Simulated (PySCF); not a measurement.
trichloroethylene (C₂HCl₃), singlet, geometry from GFN2-xTB; B3LYP/6-31G (PySCF).

PySCF was given this input:
```python
from pyscf import gto, scf, dft

mol = gto.M(
    atom='''
Cl    2.164304    0.650631   -0.024884
C     0.968681   -0.568927   -0.034553
C    -0.332364   -0.292371   -0.001418
Cl   -0.967282    1.297247    0.054353
Cl   -1.500229   -1.550861   -0.012694
H     1.336608   -1.581513   -0.069361
''',
    basis='6-31g',
    charge=0,
    spin=0,
    verbose=4,
)

mf = dft.RKS(mol)
mf.xc = 'b3lyp'
mf.kernel()
```

It wrote (shortened):

```
PySCF version 2.14.0

[INPUT] verbose = 4
[INPUT] num. atoms = 6
[INPUT] num. electrons = 64
[INPUT] charge = 0
[INPUT] spin (= nelec alpha-beta = 2S) = 0
[INPUT] symmetry False subgroup None
[INPUT] Mole.unit = angstrom
[INPUT] Symbol           X                Y                Z      unit          X                Y                Z       unit  Magmom
[INPUT]  1 Cl     2.164304000000   0.650631000000  -0.024884000000 AA    4.089941810301   1.229514398152  -0.047023944884 Bohr   0.0
[INPUT]  2 C      0.968681000000  -0.568927000000  -0.034553000000 AA    1.830541792070  -1.075116214870  -0.065295706782 Bohr   0.0
[INPUT]  3 C     -0.332364000000  -0.292371000000  -0.001418000000 AA   -0.628076933665  -0.552501116765  -0.002679631645 Bohr   0.0
[INPUT]  4 Cl    -0.967282000000   1.297247000000   0.054353000000 AA   -1.827898065222   2.451441545914   0.102712284048 Bohr   0.0
[INPUT]  5 Cl    -1.500229000000  -1.550861000000  -0.012694000000 AA   -2.835021934130  -2.930702547269  -0.023988183425 Bohr   0.0
[INPUT]  6 H      1.336608000000  -1.581513000000  -0.069361000000 AA    2.525823055903  -2.988626432439  -0.131073293726 Bohr   0.0

nuclear repulsion = 319.664307475796
number of shells = 33
number of NR pGTOs = 186
number of NR cGTOs = 59
basis = 6-31g
ecp = {}

******** <class 'pyscf.dft.rks.RKS'> ********
method = RKS
initial guess = minao
damping factor = 0
level_shift factor = 0
DIIS = <class 'pyscf.scf.diis.CDIIS'>
diis_start_cycle = 1
diis_space = 8
diis_damp = 0
SCF conv_tol = 1e-09
SCF conv_tol_grad = None
SCF max_cycles = 50
direct_scf = True
direct_scf_tol = 1e-13
XC library pyscf.dft.libxc version 7.1.2
    S. Lehtola, C. Steigemann, M. J. T. Oliveira, and M. A. L. Marques,  SoftwareX 7, 1–5 (2018)
XC functionals = b3lyp
    P. J. Stephens, F. J. Devlin, C. F. Chabalowski, and M. J. Frisch,  J. Phys. Chem. 98, 11623 (1994)
radial grids:
    Treutler-Ahlrichs [JCP 102, 346 (1995); DOI:10.1063/1.469408] (M4) radial grids

becke partition: Becke, JCP 88, 2547 (1988); DOI:10.1063/1.454033
pruning grids: <function nwchem_prune>
grids dens level: 3
symmetrized grids: False
atomic radii adjust function: <function treutler_atomic_radii_adjust>
small_rho_cutoff = 0
Set gradient conv threshold to 3.16228e-05
Initial guess from minao.
tot grids = 94688
init E= -1458.06886527944
  HOMO = -0.252742230256249  LUMO = -0.0367208479959598  gap/eV = 5.87824
cycle= 1 E= -1457.23385905003  delta_E= 0.835  |g|= 0.343  |ddm|= 3.02
  HOMO = -0.27928167276798  LUMO = -0.0770749125561965  gap/eV = 5.50233
cycle= 2 E= -1457.16576496405  delta_E= 0.0681  |g|= 0.631  |ddm|= 1.72
  HOMO = -0.262401853097567  LUMO = -0.0292219435840715  gap/eV = 6.34515
cycle= 3 E= -1457.27131691198  delta_E= -0.106  |g|= 0.0448  |ddm|= 0.88
  HOMO = -0.263450449262891  LUMO = -0.0269853669339257  gap/eV = 6.43454
cycle= 4 E= -1457.27155722332  delta_E= -0.00024  |g|= 0.0386  |ddm|= 0.132
  HOMO = -0.264992236622035  LUMO = -0.0292879763592206  gap/eV = 6.41384
cycle= 5 E= -1457.27197351422  delta_E= -0.000416  |g|= 0.00487  |ddm|= 0.044
  HOMO = -0.264184596683446  LUMO = -0.0282304667895126  gap/eV = 6.42064
cycle= 6 E= -1457.27198028056  delta_E= -6.77e-06  |g|= 0.000967  |ddm|= 0.00954
  HOMO = -0.264260166262723  LUMO = -0.028326893874332  gap/eV = 6.42007
cycle= 7 E= -1457.2719805575  delta_E= -2.77e-07  |g|= 0.000298  |ddm|= 0.00259
  HOMO = -0.264290644949527  LUMO = -0.0283548607916235  gap/eV = 6.42014
cycle= 8 E= -1457.27198058715  delta_E= -2.97e-08  |g|= 3.27e-05  |ddm|= 0.000614
  HOMO = -0.264285095671972  LUMO = -0.0283490451167205  gap/eV = 6.42015
cycle= 9 E= -1457.27198058749  delta_E= -3.39e-10  |g|= 1.1e-05  |ddm|= 9.05e-05
  HOMO = -0.264284961231994  LUMO = -0.0283493998246531  gap/eV = 6.42013
Extra cycle  E= -1457.27198058748  delta_E= 8.41e-12  |g|= 1.26e-05  |ddm|= 3.73e-05
converged SCF energy = -1457.27198058748
```
